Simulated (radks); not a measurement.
The numbers below are computed, except where a source is named.
Effect of the nuclear size on the arsenic ion As+, [Ar] 3d10 4s2 4p2. Level of theory: Dirac Kohn-Sham, exchange-only LDA, spin-unpolarised, spherical densities, finite nucleus; open shells are shared between the two j in proportion to 2j + 1; Fermi nuclear charge, rms radius 4.0968 fm (a radial shooting solver on a logarithmic mesh with Libxc functionals). The rms radius is varied about that value; shifts are against it.

rms radius (fm)  total energy shift (eV)  density at nucleus (e/bohr^3)  1s1/2 shift (meV)  2s1/2 shift (meV)  3p1/2 shift (meV)
3.6339                           -0.0842                      3.567e+04              -35.8              -3.52              0.056
3.7691                           -0.0606                      3.558e+04              -25.7              -2.53              0.040
4.0968                                 0                      3.538e+04              0.000              0.000              0.000
4.3795                            0.0560                      3.523e+04               23.8               2.34             -0.037
4.5925                             0.101                      3.511e+04               42.7               4.20             -0.067

Slopes of the eigenvalues against <r^2> in GHz/fm^2, as finite differences over the two radii next to the reference (eigenvalue slopes, not the field-shift constants of lines): 1s1/2 2410, 2s1/2 237, 3p1/2 -3.75.
